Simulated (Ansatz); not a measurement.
The same path of BrH + H4Sn (7 atoms, charge 0, multiplicity 1) was run twice with different band settings. Lost on the way: Sn1–H2, Br6–H7. Made: Sn1–Br6, H2–H7.

Computed with RKS PBE0/def2-SVP (Ansatz).

Relaxed end points:

```xyz
7
Properties=species:S:1:pos:R:3
Sn 0.352 0.000 -0.197
H 0.159 0.000 1.510
H 2.023 0.000 -0.567
H -0.389 1.399 -0.840
H -0.389 -1.399 -0.840
Br -3.442 0.000 1.989
H -2.066 0.000 2.353
```

```xyz
7
Properties=species:S:1:pos:R:3
Sn -0.432 0.000 -0.806
H -0.057 0.000 3.675
H 0.863 0.000 0.306
H -0.478 1.419 -1.755
H -0.478 -1.419 -1.755
Br -2.531 0.000 0.562
H -0.638 0.000 3.181
```

Common settings: movable images 5; climbing image yes; spring 5.0 eV/Å²; optimiser quadratic models (default); start path through a guess of the saddle point; iteration limit 60; end points relaxed.

| run | force threshold |
| --- | --- |
| 1 | 0.05 eV/Å |
| 2 | 0.5 eV/Å |

(1) What does each run give, and how far can it be trusted?

Results:

(1) Run 1: converged after 17 iterations, highest image 1.167 eV above the first end. A vibrational analysis at the climbing image gives one clearly imaginary mode, 932i cm⁻¹: a first-order saddle point.
Run 2: converged after 10 iterations, highest image 1.169 eV above the first end. The threshold of 0.5 eV/Å is loose, so the images may lie well off the minimum-energy path. Another band between the same ends (5 images) ends at a top of the same energy, where a vibrational analysis finds 1 clearly imaginary mode.
The orbitals stay closed-shell, which can raise the energy where a bond breaks towards radicals; this wasn't checked here.
